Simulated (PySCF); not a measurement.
Computed spin Hamiltonian

Compound: C6H7F2 (doublet state).
Cartesian coordinates in Å at the GFN2-xTB level; atoms count from 1:
```
atom  x, y, z in Å
C1    -1.5458   -1.1084   -0.2166
C2    -1.7581    0.3515   -0.2308
C3    -0.5558    1.1741   -0.6142
C4     0.7156    0.9064   -0.3104
C5     1.1482   -0.2536    0.4292
C6     2.4054   -0.4873    0.7737
F7     2.8173   -1.5518    1.4579
F8     3.4491    0.2934    0.5019
H9    -1.1203   -1.5870   -1.0782
H10   -1.9970   -1.7217    0.5387
H11   -2.1118    0.6893    0.7496
H12   -2.5548    0.6021   -0.9497
H13   -0.7737    2.0819   -1.1591
H14    1.4925    1.5935   -0.6179
H15    0.3848   -0.9745    0.7039
```

The hyperfine couplings belong to this conformer and change with its torsions.

The species is `[CH2]C/C=C\C=C(F)F` [radical].

Level of theory: PySCF 2.14.0, UKS B3LYP, pcH-1 on C F H, non-relativistic, mean-field spin-orbit, GIAO. One conformer (not necessarily the lowest) at the GFN2-xTB geometry, without solvent, vibrations or thermal averaging. Couplings are sensitive to structure, and on GFN2-xTB geometries they can be far from those on DFT ones. The SCF solution wasn't tested for stability.

```json
{
  "g1, g2, g3": "2.00215, 2.00271, 2.00297",
  "g_iso": "2.00261",
  "Form of g": "rhombic: the two nearest values differ by 33 % of g3 − g1",
  "⟨S²⟩": "0.7537 (exact 0.7500)",
  "α and β electrons": "31, 30",
  "Total energy": "-432.45325 Eh",
  "Basis functions": "270"
}
```

Isotropic coupling and dipolar principal values T1 to T3, in mT (MHz turned into mT with g_iso):

```json
{"atom": "C1", "isotope": "13C", "a_iso": "3.66", "T1": "-2.90", "T2": "-2.88", "T3": "5.77", "Mulliken spin population": "1.05"}
{"atom": "C2", "isotope": "13C", "a_iso": "-1.17", "T1": "-0.09", "T2": "0.00", "T3": "0.08", "Mulliken spin population": "-0.08"}
{"atom": "C3", "isotope": "13C", "a_iso": "1.14", "T1": "-0.12", "T2": "-0.10", "T3": "0.21", "Mulliken spin population": "0.03"}
{"atom": "C4", "isotope": "13C", "a_iso": "-0.09", "T1": "-0.04", "T2": "0.00", "T3": "0.04", "Mulliken spin population": "0.00"}
{"atom": "C5", "isotope": "13C", "a_iso": "1.39", "T1": "-0.16", "T2": "-0.13", "T3": "0.29", "Mulliken spin population": "0.03"}
{"atom": "C6", "isotope": "13C", "a_iso": "0.25", "T1": "-0.07", "T2": "0.00", "T3": "0.07", "Mulliken spin population": "0.00"}
{"atom": "F7", "isotope": "19F", "a_iso": "0.01", "T1": "-0.15", "T2": "0.00", "T3": "0.15", "Mulliken spin population": "0.00"}
{"atom": "F8", "isotope": "19F", "a_iso": "0.34", "T1": "-0.30", "T2": "-0.16", "T3": "0.45", "Mulliken spin population": "0.00"}
{"atom": "H9", "isotope": "1H", "a_iso": "-2.14", "T1": "-1.37", "T2": "-0.04", "T3": "1.42", "Mulliken spin population": "-0.04"}
{"atom": "H10", "isotope": "1H", "a_iso": "-2.20", "T1": "-1.40", "T2": "-0.01", "T3": "1.41", "Mulliken spin population": "-0.05"}
{"atom": "H11", "isotope": "1H", "a_iso": "0.43", "T1": "-0.18", "T2": "-0.14", "T3": "0.33", "Mulliken spin population": "0.00"}
{"atom": "H12", "isotope": "1H", "a_iso": "5.38", "T1": "-0.21", "T2": "-0.10", "T3": "0.31", "Mulliken spin population": "0.06"}
{"atom": "H13", "isotope": "1H", "a_iso": "-0.04", "T1": "-0.10", "T2": "-0.06", "T3": "0.16", "Mulliken spin population": "0.00"}
{"atom": "H14", "isotope": "1H", "a_iso": "0.21", "T1": "-0.05", "T2": "-0.04", "T3": "0.09", "Mulliken spin population": "0.00"}
{"atom": "H15", "isotope": "1H", "a_iso": "-0.26", "T1": "-0.55", "T2": "-0.37", "T3": "0.93", "Mulliken spin population": "0.00"}
```

Largest spin populations (Mulliken): C1 (+1.05), C2 (-0.08) and H12 (+0.06). No atom but C1 exceeds +0.15. The positive populations add up to 1.18 and the negative ones to -0.18, together 2S = 1. The angles at C1 add up to 358.7°, so it is planar; its axial dipolar tensor and the negative couplings of its protons fit spin in a p orbital normal to that plane.

Axes: g2 points within 12° of the C1–C2 bond.

Under fast tumbling the dipolar parts average out, and these isotropic splittings remain: 2 × 1H (H11/H12, I = 1/2, 3 lines) with 2.91 mT, 2 × 1H (H9/H10, I = 1/2, 3 lines) with 2.17 mT, 1 × 19F (F8, I = 1/2, 2 lines) with 0.34 mT, 1 × 1H (H15, I = 1/2, 2 lines) with 0.26 mT, 1 × 1H (H14, I = 1/2, 2 lines) with 0.21 mT and 1 × 1H (H13, I = 1/2, 2 lines) with 0.04 mT.

Class means assume fast exchange of nuclei equivalent by connectivity; if that motion is slow, each nucleus keeps its own coupling. The 1H value of +81.4 MHz is a mean of couplings from 12.1 to 150.7 MHz in this one geometry, not an average over conformers.

The 13C coupling of C1 (102.5 MHz) shows only in satellite lines or after enrichment, since that isotope makes up about 1.07 % of natural carbon.

The spin density at the nucleus, in bohr⁻³, is negative for C2 (-0.0291), H9/H10 (-0.0136) and C4 (-0.0021), for instance. A restricted open-shell determinant has no negative spin density anywhere; here it arises because α and β orbitals differ (spin polarisation).
